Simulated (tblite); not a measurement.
Species: C3H13OPSi2.
Structure used (GFN2-xTB), in Å, numbered top down from 1:
```
atom  x, y, z in Å
C1     1.2918   -2.1868    0.1811
C2     1.4020   -0.7087   -0.1699
Si3   -0.1398    0.2909    0.4014
Si4   -2.0047   -0.3351   -0.8647
P5    -0.2280    0.1367    2.6424
O6     0.1450    1.9016    0.3126
C7     0.3423    2.6658   -0.8362
H8     0.4310   -2.6356   -0.3114
H9     1.1704   -2.3071    1.2568
H10    2.1831   -2.7321   -0.1244
H11    1.5399   -0.6078   -1.2492
H12    2.2985   -0.2977    0.3008
H13   -1.6729   -0.5544   -2.2795
H14   -2.6085   -1.5803   -0.3799
H15   -3.0712    0.6749   -0.8578
H16   -0.8170   -1.1142    2.6307
H17   -1.4520    0.7716    2.7557
H18    0.4995    3.7004   -0.5307
H19   -0.5315    2.6108   -1.4912
H20    1.2171    2.3176   -1.3897
```

Level: GFN2-xTB in tblite, geometry and Hessian alike; calculated harmonic values, unscaled, isolated species. Against measured fundamentals such values can be off by several per cent, at times by over 20. Modes of hydrogen on phosphorus and silicon can be 10 to 20 % off. One conformer, not necessarily the lowest.

Harmonic wavenumbers (cm⁻¹): 30.2, 46.6, 65.8, 85.2, 86.9, 100.3, 104.6, 124.5, 139.7, 204.9, 244.2, 254.6, 309.1, 370.5, 431.8, 439.1, 524.9, 654.8, 683.6, 699.0, 732.3, 762.6, 783.6, 800.1, 811.1, 967.5, 1013.4, 1077.6, 1121.7, 1134.0, 1145.2, 1154.7, 1237.9, 1276.7, 1415.2, 1417.2, 1475.9, 1483.0, 1488.9, 1507.8, 1511.1, 2202.5, 2212.8, 2233.4, 2299.3, 2383.1, 2940.8, 2950.2, 2959.9, 2963.4, 2996.2, 3013.2, 3016.3, 3024.5.

A = 1214, B = 1086, C = 950.4 MHz; mass 152.024 u (most abundant isotopes); point group C1, symmetry number 1.

What is the zero-point energy?

½Σν̃ = 32557 cm⁻¹ = 93.08 kcal/mol.

What is S at 298.15 K and 1 bar for an ideal gas of classical rigid rotors and harmonic oscillators?

Translation 40.99, rotation 29.93, vibration 48.25: S = 119.2 cal/(mol K).

And Cp and H(298.15 K) − H(0)?

Cp = 47.14 cal/(mol K), of which vibrations give 39.19 (their classical limit is 54 R = 107.3); H(298.15 K) − H(0) = 9.23 kcal/mol without the zero-point energy, 6.86 from vibrations.

Blend soft modes into free rotors: weight 1/[1 + (100 cm⁻¹/ν̃)⁴] for the oscillator and the rest for a rotor with moment μB/(μ + B), μ = h/(8π²ν), B = 10⁻⁴⁴ kg m². What vibrational entropy results?

42.71 cal/(mol K) in place of 48.25, which changes −T·S at 298.15 K by +1.65 kcal/mol.

Which modes carry the vibrational entropy at 298.15 K?

30.2 cm⁻¹: 5.82; 46.6 cm⁻¹: 4.96; 65.8 cm⁻¹: 4.28; 85.2 cm⁻¹: 3.77; 86.9 cm⁻¹: 3.73; 100.3 cm⁻¹: 3.45 cal/(mol K); the other 48 give 22.26 together.

What must be added to the electronic energy to get the Gibbs energy at 298.15 K and 1 bar?

ZPE + [H(298.15 K) − H(0)] − T·S = 93.08 + 9.23 − 35.53 = 66.78 kcal/mol.

Hindered rotation and anharmonicity are outside this model. Other conformers, if any are populated, would add a mixing term that is left out. The structure is chiral; the term R ln 2 for an equal mix with its mirror image is left out.

The run took 3.0 s wall on an AMD EPYC with one thread, shared host with 64 logical CPUs at a one-minute load of 40. This covers the Hessian and the dipole derivatives.
